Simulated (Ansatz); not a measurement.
A run for Ansatz (a program for electronic structure): R-BLYP/def2-TZVPP on CH5B (SMILES BC), a point of a torsion scan.

Ansatz 0.2 input:
```yaml
crystal:
  periodic: [false, false, false]
  atoms:
    - {symbol: B, position_ang: [0.89691992, 0.06805798, 0.00234058]}
    - {symbol: C, position_ang: [-0.66100003, -0.08378512, -0.00729445]}
    - {symbol: H, position_ang: [1.60229087, -0.86460429, -0.02487636]}
    - {symbol: H, position_ang: [1.36515401, 1.14015240, 0.04177173]}
    - {symbol: H, position_ang: [-1.08332978, 0.36218183, 0.89394830]}
    - {symbol: H, position_ang: [-1.02405856, -1.10582935, -0.07299890]}
    - {symbol: H, position_ang: [-1.09580849, 0.48073056, -0.83237457]}
basis:
  gaussian:
    orbitals: def2-TZVPP
hamiltonian:
  xc: {name: BLYP}
scf: {lower_state_search: off}
```

It printed:

```
WARN ansatz: RAYON_NUM_THREADS=1 ignored (pool sized by the plan → 1); use --threads N
Functional definition: BLYP
these checks for a lower state are left out or cut short: stability, starts, cluster_reference, orbital_swaps, neighbouring_geometries, increment
integrals: 0.03 GiB planned
644 factors; their error is unknown
mean field: 0.32 GiB planned
mean field evaluation 1: about -1784.4895 eV, gradient 6.2e1 eV
mean field evaluation 2: about -1773.2633 eV, gradient 8.3e1 eV
mean field evaluation 4: about -1793.6668 eV, gradient 1.5e0 eV
mean field evaluation 8: about -1793.6572 eV, gradient 5.2e-2 eV
mean field evaluation 16: about -1793.6572 eV, gradient 1.5e-6 eV
mean field -1793.65724516 eV, -65.9156879751 hartree, gradient 1.5e-6 eV, S^2 0.000000; 0 other end points of the search recorded, 0 dependent functions left out
reference -1793.65755815 eV, -65.9156994771 hartree; 8, 8 occupied and 124, 124 virtual orbitals, 644 factors
Total energy: -1793.65755815 eV, -65.9156994771 hartree
Checks for a lower state left out: stability, starts, cluster_reference, orbital_swaps, neighbouring_geometries, increment
```

Self-consistency was reached.

Cost: roughly 0.7 core-seconds.
